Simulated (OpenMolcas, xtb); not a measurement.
## C2H3In (SMILES C#[C][InH2]): the HOMO–LUMO gap, rung by rung

C2H3In: 6 atoms, total charge 0, spin state singlet. As SMILES, `C#[C][InH2]`. Geometry: relaxed at PBE0-D4/def2-TZVP.

```xyz
6

C    -0.1866   -1.9280    0.0151
C    -0.0704   -0.7234    0.0059
In    0.1319    1.3639   -0.0106
H    -0.2890   -2.9896    0.0233
H     0.6735    2.0815   -1.4688
H    -0.2594    2.1955    1.4350
```

Each level gives the HOMO–LUMO gap (eV). The values are calculated.

```json
{"level": "GFN0-xTB", "kind": "semi-empirical", "program": "xtb", "value (eV)": "5.11", "CPU time": "under 2 s"}
{"level": "GFN1-xTB", "kind": "semi-empirical", "program": "xtb", "value (eV)": "6.25", "CPU time": "under 2 s"}
{"level": "HF/def2-SVPD (core potential)", "kind": "Hartree–Fock", "program": "OpenMolcas", "value (eV)": "11.06", "CPU time": "11 s"}
{"level": "SVWN5/def2-SVPD (core potential)", "kind": "LDA", "program": "OpenMolcas", "value (eV)": "3.74", "CPU time": "27 s"}
{"level": "BLYP/def2-SVPD (core potential)", "kind": "GGA", "program": "OpenMolcas", "value (eV)": "3.74", "CPU time": "37 s"}
{"level": "M06-L/def2-SVPD (core potential)", "kind": "meta-GGA", "program": "OpenMolcas", "value (eV)": "4.42", "CPU time": "49 s"}
{"level": "B3LYP/def2-SVPD (core potential)", "kind": "global hybrid", "program": "OpenMolcas", "value (eV)": "5.27", "CPU time": "35 s"}
{"level": "B2PLYP/def2-SVPD (core potential)", "kind": "double hybrid", "program": "OpenMolcas", "value (eV)": "7.69", "CPU time": "24 s"}
```

The values span 3.74 to 11.06 eV. Orbital gaps aren't excitation energies, and those of double hybrids come from the SCF part alone; they tend to grow with the share of exact exchange. CPU times are rough (shared hosts, several kinds of processor): they show what a rung costs within a factor of a few.
